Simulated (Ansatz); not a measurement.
The cluster LaF₃ was relaxed with r2SCAN-D4 (def2-TZVP) in Ansatz in these states: neutral quintet, neutral singlet, neutral triplet. The geometries follow in no particular order.

In the def2 sets La takes a core potential; there is no spin–orbit coupling.

A:

```csv
atom,x (Å),y (Å),z (Å)
La1,-0.108,-0.471,-0.397
F2,-0.909,1.729,-0.118
F3,0.616,-2.660,-0.786
F4,0.401,1.402,1.301
```

B:

```xyz
4

La    0.156    0.085    0.025
F     1.383   -0.993    1.517
F    -1.763   -0.989   -0.301
F     0.224    1.897   -1.242
```

C:

```xyz
4

La    0.1837    0.3557   -0.1113
F     0.4307    0.2485    2.0215
F    -1.8635    0.5716   -0.7309
F     1.2491   -1.1759   -1.1793
```

Q: Judge from the bond lengths which geometry belongs to which state (an estimate).

A: A is the neutral quintet (La1–F4 2.579 Å, La1–F2 2.358 Å, La1–F3 2.338 Å); B is the neutral triplet (La1–F4 2.212 Å, La1–F2 2.212 Å, La1–F3 2.223 Å); C is the neutral singlet (La1–F4 2.150 Å, La1–F2 2.150 Å, La1–F3 2.150 Å).

In the quintet, F2 and F4 lie 1.96 Å apart (atoms count from 1), so these atoms are partly bonded to each other.
